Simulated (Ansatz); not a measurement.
Input for Ansatz (a program for electronic structure):
Ansatz 0.2 input:
```yaml
crystal:
  periodic: [false, false, false]
  atoms:
    - {symbol: O, position_ang: [0.00000000, 0.00000000, 0.00000000]}
basis:
  gaussian:
    orbitals: pc-1.json
magnetization: {spin_polarized: true, initial_magnetization: 2}
correlation: {method: mp2}
```
The basis file holds pc-1 in the JSON format of the Basis Set Exchange.

### Question
What total energy does Ansatz with MP2/pc-1 give?

### Answer
-74.8668 Eh

### Question
Estimate the number of basis functions that MP2/pc-1 returns for this input.

### Answer
14

### Question
Estimate the MP2 correlation energy that MP2/pc-1 returns for this input.

### Answer
-0.1018 Eh
